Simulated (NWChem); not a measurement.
Molecule: C2H5FOSi; SMILES O=CC[SiH2]F

```xyz
10

O      0.2734    -2.3649     0.5288
C      0.3778    -1.5338    -0.3474
C     -0.6690    -0.4986    -0.6618
Si    -0.4128     1.1131     0.3016
F      0.9597     1.8167    -0.1840
H      1.2998    -1.4752    -0.9673
H     -0.6772    -0.2635    -1.7337
H     -1.6551    -0.8808    -0.3667
H     -0.3176     0.8303     1.7529
H     -1.5441     2.0292     0.0093
```
Atoms are numbered in this order, from 1.

All runs: NWChem. Pople sets run with spherical d functions. All runs use the structure optimised with B3LYP/6-31G* (spherical d). Atomic charges in e: unrestrained fits to the electrostatic potential beside Mulliken populations; buried atoms are poorly determined by the fit.

Problem. Predict the results for Hartree-Fock/6-31G*. Quantities: ESP O1; Mulliken O1; ESP C2; Mulliken C2; ESP C3; Mulliken C3; ESP Si4; Mulliken Si4; ESP F5; Mulliken F5; relative RMS misfit of the potential (%).

Solution. 
```
Property                                  Value
----------------------------------------  -----
ESP O1                                    -0.55
Mulliken O1                               -0.50
ESP C2                                     0.58
Mulliken C2                                0.35
ESP C3                                    -0.33
Mulliken C3                               -0.75
ESP Si4                                    0.87
Mulliken Si4                               1.14
ESP F5                                    -0.38
Mulliken F5                               -0.54
relative RMS misfit of the potential (%)     17
```
